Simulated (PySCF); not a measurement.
Ca(F)2, SMILES [F][Ca][F] (CaF2) (CAM-B3LYP/def2-SVP optimised geometry):

```
3

Ca    -0.211    -0.609     0.000
F      1.758    -0.609     0.000
F     -1.758     0.609     0.000
```

Method: CAM-B3LYP/def2-TZVP run with PySCF.

Task: What are the frontier orbital energies and the dipole moment?

Result: HOMO-2 -10.80 eV, HOMO-1 -10.80 eV, HOMO -10.49 eV, LUMO -1.24 eV, LUMO+1 0.36 eV; dipole moment 4.54 D.

On the same geometry PySCF with PBE/def2-TZVP gives HOMO-2 -7.33 eV, HOMO-1 -7.33 eV, HOMO -7.00 eV, LUMO -2.33 eV, LUMO+1 -0.73 eV; dipole moment 4.31 D.

Meta-Löwdin charges at CAM-B3LYP/def2-TZVP: Ca1 1.69, F2 -0.85, F3 -0.85.
